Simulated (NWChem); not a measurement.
CdCl, doublet; SMILES [Cd][Cl]

Program: NWChem. Spin-unrestricted. Medium grid unless said otherwise, to which SCAN and Minnesota functionals are sensitive. Coordinates come from a PBE0/def2-SVP, spin-unrestricted optimisation. This spin state was assumed; another may lie lower. No stability test was run on the SCF state. def2 effective core potentials on Cd; no spin-orbit coupling.

For level r2SCAN0/def2-SVP:

```yaml
highest occupied level (eV): -6.75
lowest empty minus highest occupied level, either spin (eV): 3.19
dipole (D): 3.45
```

### Question
Estimate the same quantities for level LC-wPBE (HJS exchange hole, range parameter 0.4 per bohr)/def2-SVP.

### Answer
The highest occupied level (eV) is -8.82 and the lowest empty minus highest occupied level, either spin (eV) is 7.35. The dipole (D) comes out as 3.65.
